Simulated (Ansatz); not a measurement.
## Worked example: the barrier

An elementary step of SiHClF4, singlet (SiF₄ ([F][Si]([F])([F])[F]) + HCl → SiClF₃ ([F][Si]([F])([F])[Cl]) + HF; bonds formed: Si1–Cl7, F2–H6; bonds broken: Si1–F2, H6–Cl7). “Start” is the structure reached by relaxing down from the saddle towards the reactants; PBE0-D4/def2-TZVP structures. The saddle:

Si1  (-0.417, -0.301, -0.055)
F2  (1.229, -0.439, 0.586)
F3  (-0.141, -1.467, -1.074)
F4  (-1.691, 0.363, -0.734)
F5  (-1.020, -0.686, 1.345)
H6  (1.429, 0.750, 0.280)
Cl7  (0.610, 1.782, -0.348)
(Å)

Computed with Ansatz 0.2.0 (basis: def2-TZVPP and def2-QZVPP); correlated methods freeze the cores.

Energies in eV:

| quantity | saddle | start |
| --- | --- | --- |
| Hartree–Fock, triple zeta (X = 3) | -31216.43588 | -31219.07434 |
| Hartree–Fock, quadruple zeta (X = 4) | -31217.58185 | -31220.23803 |
| MP2 correlation, X = 3 | -36.39074 | -35.58254 |
| MP2 correlation, X = 4 | -39.90948 | -39.06019 |
| CCSD(T) correlation, X = 3 | -37.93150 | -37.20559 |

Task: Work out the barrier at the basis limit: extrapolate Hartree–Fock as E(X) = E∞ + A exp(−7.88 √X) and the MP2 correlation as E(X) = E∞ + B X^−2.97 (the exponents that Neese and Valeev fitted for def2-TZVPP and QZVPP), then add CCSD(T) − MP2 in triple zeta.

Result: Each step is linear, so take the differences first (saddle − start): Hartree–Fock 2.63846 (X = 3) and 2.65618 (X = 4); MP2 correlation -0.80820 and -0.84929; CCSD(T) correlation -0.72591.
Two points give E∞ = E(4) + w [E(4) − E(3)], with w = 1/(exp(7.88 (2 − √3)) − 1) = 0.1377 for Hartree–Fock and w = 1/((4/3)^2.97 − 1) = 0.7407 for the correlation.
Hartree–Fock: 2.65618 + 0.1377 × 0.01772 = 2.6586 eV.
MP2 correlation: -0.84929 + 0.7407 × (-0.04109) = -0.8797 eV.
CCSD(T) − MP2: -0.72591 − (-0.80820) = 0.0823 eV.
Sum: 2.6586 + (-0.8797) + 0.0823 = 1.8612 eV, or 42.92 kcal/mol. Plain CCSD(T) in triple zeta gives 1.9125 eV, so the larger basis shifts the result by -0.0513 eV.

The T1 diagnostic stays at or below 0.012.

Labels in which every atom is bracketed show which atoms are joined, not bond orders.

For scale, one of the runs: CCSD(T)/def2-TZVPP, 222 basis functions, launched by `ansatz run in.yaml --threads 8 --pin off --events-out ev --progress --plain --max-ram 19148MiB`. The run took 73 s on 8 CPU threads of an Arm Neoverse V2 (shared host), with 3.8 GiB of host memory at its peak.
